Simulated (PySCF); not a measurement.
## Ionisation energy of P²⁺ by level of theory

P²⁺ [Ne] 3s2 3p1 (2P) → P³⁺ [Ne] 3s2 (1S), as a difference of total energies. Computed with PySCF 2.14 in aug-cc-pV(D+d)Z (5s4p3d, 32 functions), with no relativity, point nucleus. Correlated levels: valence: [Ne] frozen. The calculations carry no spin-orbit coupling.

```tsv
method	ionisation energy (eV)	difference from reference (eV)
UHF	29.580	-0.623
r2SCAN	30.369	+0.166
BP86	30.351	+0.148
MP2 (valence)	29.763	-0.440
SCS-MP2 (valence)	29.744	-0.459
CCSD (valence)	29.888	-0.315
CCSD(T) (valence)	29.906	-0.297
```

Reference: 30.203 eV (measured; NIST Atomic Spectra Database, ionization energies).

The reference lies between the lowest fine-structure levels, while these numbers refer to the centres of the terms.

Errors of the correlated levels include the incompleteness of this basis and the frozen core.
